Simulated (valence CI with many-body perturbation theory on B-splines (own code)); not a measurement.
Forbidden lines of Au38+

Computed by valence CI with perturbative core correlation (CI+MBPT): five valence electrons over a frozen Dirac-Fock core [Kr], a basis of 7 s, 7 p, 8 d, 6 f, 4 g, 1 h functions for each j, with the one-electron correlation potential Σ1 (screened to all orders), the two-electron term Σ2, the three-electron term Σ3, Breit, model QED; selected single and double excitations, second order for the rest, scaled by the run's own slope (own B-spline code, finite nucleus).

No measured spectrum was set against this ion. As an estimate, large intervals hold to a few tenths of a per cent, small ones and those within an open d or f shell to about a per cent. The list stops below the first excitations out of the core.

Lines 51 to 100 of 120 in falling wavelength, among levels below 1137100 cm⁻¹, chosen from the decays that carry over 1 % of a level's rate. Wavelengths and rates use the calculated energies. Electric multipoles are in the length gauge, E1 and E2 with the static RPA response of the core. Weak lines are less certain than strong ones. Lines between different terms over intervals too small for the method are left out, as are lines whose strength nearly cancels. The highest levels of a list are the least certain. Branching is blank where the lifetime is uncertain.

Levels are named by their leading jj configuration (3d3/2^4 stands for four electrons in 3d with j = 3/2), which in mixed levels can hold well under half, so a name can repeat and another be missing. Letters in brackets count levels of one name in rising energy.

```
λ vac (Å)                        Upper                        Lower  Type   A (s⁻¹)  Branch %
    501.0  (4d3/2^3 4d5/2^2) J=7/2 [a]        (4d3/2^4 4d5/2) J=5/2    M1  7.07e+04      99.1
    499.6  (4d3/2^2 4d5/2^3) J=5/2 [c]  (4d3/2^3 4d5/2^2) J=7/2 [b]    M1  6.25e+04      28.7
    496.4  (4d3/2^2 4d5/2^3) J=1/2 [a]  (4d3/2^3 4d5/2^2) J=3/2 [a]    M1  1.39e+05      65.1
    494.6     (4d3/2^2 4d5/2^3) J=13/2     (4d3/2^3 4d5/2^2) J=11/2    M1  2.38e+04      99.6
    494.3        (4d3/2 4d5/2^4) J=9/2  (4d3/2^2 4d5/2^3) J=7/2 [b]    M1  3.35e+04      13.7
    494.0  (4d3/2^2 4d5/2^3) J=5/2 [d]  (4d3/2^2 4d5/2^3) J=5/2 [a]    M1  9.00e+03       6.1
    493.6    (4d3/2 4d5/2^4) J=5/2 [a]  (4d3/2^2 4d5/2^3) J=7/2 [a]    M1  7.10e+04      14.3
    489.2  (4d3/2^3 4d5/2^2) J=3/2 [a]        (4d3/2^4 4d5/2) J=5/2    M1  1.65e+05     100.0
    479.3        (4d3/2 4d5/2^4) J=9/2  (4d3/2^2 4d5/2^3) J=9/2 [b]    M1  9.63e+04      39.3
    479.0    (4d3/2 4d5/2^4) J=3/2 [a]  (4d3/2^2 4d5/2^3) J=5/2 [b]    M1  5.19e+04      11.9
    478.5  (4d3/2^2 4d5/2^3) J=3/2 [b]      (4d3/2^3 4d5/2^2) J=1/2    M1  1.40e+04      16.1
    478.2  (4d3/2^2 4d5/2^3) J=3/2 [a]  (4d3/2^3 4d5/2^2) J=3/2 [a]    M1  1.47e+05      46.4
    473.7  (4d3/2^2 4d5/2^3) J=7/2 [b]  (4d3/2^3 4d5/2^2) J=5/2 [b]    M1  3.27e+03       5.3
    471.4    (4d3/2 4d5/2^4) J=3/2 [a]  (4d3/2^2 4d5/2^3) J=3/2 [a]    M1  1.74e+05      39.9
    470.6  (4d3/2^2 4d5/2^3) J=5/2 [b]  (4d3/2^3 4d5/2^2) J=3/2 [a]    M1  2.45e+04      14.3
    464.7  (4d3/2^2 4d5/2^3) J=9/2 [b]      (4d3/2^3 4d5/2^2) J=9/2    M1  1.20e+05      56.3
    464.5       (4d3/2 4d5/2^4) J=11/2     (4d3/2^2 4d5/2^3) J=13/2    M1  3.88e+04      13.8
    463.7  (4d3/2^2 4d5/2^3) J=5/2 [c]  (4d3/2^3 4d5/2^2) J=5/2 [b]    M1  4.78e+03       2.2
    460.1  (4d3/2^2 4d5/2^3) J=5/2 [b]  (4d3/2^3 4d5/2^2) J=7/2 [a]    M1  5.53e+04      32.4
    457.6  (4d3/2^2 4d5/2^3) J=3/2 [b]  (4d3/2^3 4d5/2^2) J=5/2 [b]    M1  3.85e+04      44.3
    455.0    (4d3/2 4d5/2^4) J=3/2 [a]  (4d3/2^2 4d5/2^3) J=1/2 [a]    M1  1.32e+05      30.2
    452.4    (4d3/2 4d5/2^4) J=7/2 [a]  (4d3/2^2 4d5/2^3) J=9/2 [a]    M1  1.18e+05      33.8
    451.4  (4d3/2^2 4d5/2^3) J=7/2 [b]      (4d3/2^3 4d5/2^2) J=9/2    M1  3.38e+04      54.6
    448.9      (4d3/2^3 4d5/2^2) J=9/2        (4d3/2^4 4d5/2) J=5/2    E2  3.32e+01      18.1
    445.7  (4d3/2^2 4d5/2^3) J=7/2 [c]  (4d3/2^3 4d5/2^2) J=7/2 [b]    M1  4.58e+04      38.7
    443.2  (4d3/2^2 4d5/2^3) J=7/2 [a]  (4d3/2^3 4d5/2^2) J=5/2 [a]    M1  4.16e+04      24.3
    439.5  (4d3/2^2 4d5/2^3) J=1/2 [b]      (4d3/2^3 4d5/2^2) J=1/2    M1  6.98e+04      40.8
    435.2  (4d3/2^2 4d5/2^3) J=9/2 [b]     (4d3/2^3 4d5/2^2) J=11/2    M1  4.00e+04      18.8
    433.9       (4d3/2 4d5/2^4) J=11/2  (4d3/2^2 4d5/2^3) J=9/2 [a]    M1  5.04e+04      17.9
    433.2    (4d3/2 4d5/2^4) J=5/2 [a]  (4d3/2^2 4d5/2^3) J=5/2 [a]    M1  3.79e+05      76.4
    431.5    (4d3/2 4d5/2^4) J=7/2 [a]  (4d3/2^2 4d5/2^3) J=7/2 [a]    M1  1.02e+05      29.2
    428.8  (4d3/2^3 4d5/2^2) J=5/2 [b]        (4d3/2^4 4d5/2) J=5/2    M1  2.36e+03      37.6
    428.8  (4d3/2^3 4d5/2^2) J=5/2 [b]        (4d3/2^4 4d5/2) J=5/2    E2  1.87e+02       3.0
    424.4       (4d3/2 4d5/2^4) J=11/2     (4d3/2^2 4d5/2^3) J=11/2    M1  1.65e+05      58.7
    419.5  (4d3/2^2 4d5/2^3) J=9/2 [b]  (4d3/2^3 4d5/2^2) J=7/2 [a]    M1  3.41e+04      16.0
    416.9  (4d3/2^2 4d5/2^3) J=7/2 [c]  (4d3/2^3 4d5/2^2) J=5/2 [b]    M1  2.22e+04      18.8
    411.9      (4d3/2^3 4d5/2^2) J=1/2        (4d3/2^4 4d5/2) J=5/2    E2  1.10e+02       7.7
    409.8    (4d3/2 4d5/2^4) J=5/2 [b]  (4d3/2^2 4d5/2^3) J=5/2 [b]    M1  7.96e+04      28.5
    409.1  (4d3/2^2 4d5/2^3) J=5/2 [c]  (4d3/2^3 4d5/2^2) J=3/2 [a]    M1  3.44e+04      15.8
    408.7  (4d3/2^2 4d5/2^3) J=7/2 [b]  (4d3/2^3 4d5/2^2) J=7/2 [a]    M1  2.44e+03       3.9
    407.9  (4d3/2^2 4d5/2^3) J=3/2 [c]  (4d3/2^3 4d5/2^2) J=3/2 [b]    M1  2.86e+04          
    404.4  (4d3/2^2 4d5/2^3) J=3/2 [b]  (4d3/2^3 4d5/2^2) J=3/2 [a]    M1  2.72e+04      31.2
    402.1  (4d3/2^3 4d5/2^2) J=7/2 [b]        (4d3/2^4 4d5/2) J=5/2    M1  3.98e+03      93.2
    401.2  (4d3/2^2 4d5/2^3) J=5/2 [c]  (4d3/2^3 4d5/2^2) J=7/2 [a]    M1  7.78e+04      35.8
    399.5  (4d3/2^2 4d5/2^3) J=7/2 [c]      (4d3/2^3 4d5/2^2) J=9/2    M1  4.72e+04      40.0
    397.7        (4d3/2 4d5/2^4) J=9/2  (4d3/2^2 4d5/2^3) J=9/2 [a]    M1  3.98e+03       1.6
    396.8  (4d3/2^2 4d5/2^3) J=9/2 [c]  (4d3/2^3 4d5/2^2) J=7/2 [b]    M1  4.88e+04      73.7
    392.6  (4d3/2^2 4d5/2^3) J=3/2 [a]  (4d3/2^3 4d5/2^2) J=5/2 [a]    M1  9.63e+04      30.4
    389.9  (4d3/2^2 4d5/2^3) J=5/2 [d]  (4d3/2^3 4d5/2^2) J=3/2 [b]    M1  4.35e+04      29.5
    389.8        (4d3/2 4d5/2^4) J=9/2     (4d3/2^2 4d5/2^3) J=11/2    M1  3.58e+04      14.6
```
